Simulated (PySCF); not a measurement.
**Correlation energy of Os⁺ (osmium, charge +1)**

[Xe] 4f14 5d6 6s1, high-spin 6D determinant. All numbers are calculated (PySCF 2.14, the spin-free X2C one-electron Hamiltonian (Gaussian nucleus), in ANO-RCC-VTZP). Frozen: [Xe] 4f14; 7 electrons correlated.

MP2 pair energies summed by pair of shells (mhartree):

```json
{"pair": "5d-5d", "energy": "-89.55", "share (%)": "76.3"}
{"pair": "5d-6s", "energy": "-27.75", "share (%)": "23.7"}
```

Total MP2 correlation energy: -117.30 mhartree.

Same-spin part -69.40 and opposite-spin part -47.90 mhartree; SCS-MP2 scales them by 1/3 and 6/5 to -80.62 mhartree.
